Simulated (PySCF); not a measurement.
**Computed spin Hamiltonian**

Species: C5H8FO2 (doublet state).
Z-matrix (Å and degrees, GFN2-xTB geometry), rows numbered from 1:
```
C 
C   1  1.5177
F   2  1.3807  1  109.27
C   2  1.5534  1  114.13  3  -120.86
O   4  1.3991  2  112.61  1    32.71
C   5  1.3691  4  107.80  2  -105.62
C   6  1.4897  5  108.70  4   -12.56
O   4  1.4036  2  110.70  1   -88.64
H   1  1.0858  2  109.93  3  -176.77
H   1  1.0870  2  109.36  3   -56.76
H   1  1.0873  2  109.82  3    62.81
H   2  1.0973  1  111.80  3   117.21
H   4  1.1016  2  107.42  1   152.10
H   6  1.0724  5  115.24  4  -159.44
H   7  1.1012  6  112.93  5   122.27
H   7  1.1003  6  113.44  5  -114.51
```

The hyperfine couplings belong to this conformer and change with its torsions.

Identity: `C[C@H](F)[C@@H]1O[CH]CO1` [radical].

Computed with UKS B3LYP, pcH-1 on C F H O, non-relativistic, mean-field spin-orbit, GIAO in PySCF. Geometry: GFN2-xTB, one conformer, isolated molecule. Couplings are sensitive to structure, and on GFN2-xTB geometries they can be far from those on DFT ones. The SCF solution wasn't tested for stability.

```json
{
 "g1, g2, g3": "2.00211, 2.00331, 2.00427",
 "g_iso": "2.00323",
 "Form of g": "rhombic: the two nearest values differ by 45 % of g3 − g1",
 "⟨S²⟩": "0.7533 (exact 0.7500)",
 "α and β electrons": "32, 31",
 "HOMO–LUMO gap, α and β orbitals": "6.18, 6.07 eV",
 "Total energy": "-445.58377 Eh"
}
```

Hyperfine couplings atom by atom, in mT; T1 to T3 are the principal values of the dipolar part; ρ(0) is the spin density at the nucleus (MHz turned into mT with g_iso):

```
atom  isotope  a_iso     T1     T2    T3  Mulliken spin population  ρ(0) (bohr⁻³)
  C1      13C   0.00  -0.03  -0.01  0.04                      0.00         0.0001
  C2      13C   0.25  -0.04  -0.03  0.07                      0.01         0.0062
  F3      19F   0.01  -0.04  -0.03  0.06                      0.00         0.0001
  C4      13C  -0.13  -0.06  -0.04  0.09                     -0.01        -0.0034
  O5      17O  -0.88  -2.47   1.19  1.28                      0.13         0.0409
  C6      13C   6.36  -2.69  -2.66  5.35                      0.88         0.1587
  C7      13C  -0.50  -0.09  -0.05  0.14                     -0.06        -0.0124
  O8      17O   0.05  -0.05   0.01  0.04                      0.00        -0.0022
  H9       1H   0.09  -0.13  -0.09  0.22                      0.00         0.0005
 H10       1H   0.08  -0.04  -0.04  0.08                      0.00         0.0005
 H11       1H   0.01  -0.12  -0.09  0.21                      0.00         0.0000
 H12       1H   0.03  -0.05  -0.05  0.10                      0.00         0.0002
 H13       1H   0.28  -0.10  -0.10  0.20                      0.00         0.0018
 H14       1H  -0.61  -1.22  -0.08  1.30                     -0.02        -0.0038
 H15       1H   3.02  -0.19  -0.17  0.36                      0.03         0.0189
 H16       1H   2.93  -0.16  -0.11  0.27                      0.04         0.0184
```

Largest spin populations (Mulliken): C6 (+0.88), O5 (+0.13) and C7 (-0.06). C6 is the only atom above +0.15. The angles at C6 add up to 349.5°, so it is slightly pyramidal.

Axes: g3 points within 2° of the C4–O5 bond.

Under fast tumbling the dipolar parts average out, and these isotropic splittings remain: 1 × 1H (H15, I = 1/2, 2 lines) with 3.02 mT, 1 × 1H (H16, I = 1/2, 2 lines) with 2.93 mT, 1 × 1H (H14, I = 1/2, 2 lines) with 0.61 mT, 1 × 1H (H13, I = 1/2, 2 lines) with 0.28 mT and 3 × 1H (H9/H10/H11, I = 1/2, 4 lines) with 0.06 mT.

Means are taken over nuclei equivalent by connectivity, which assumes that they swap fast.

The 13C coupling of C6 (178.4 MHz) shows only in satellite lines or after enrichment, since that isotope makes up about 1.07 % of natural carbon.

The 17O coupling of O5 (-24.8 MHz) shows only in satellite lines or after enrichment, since that isotope makes up about 0.038 % of natural oxygen.
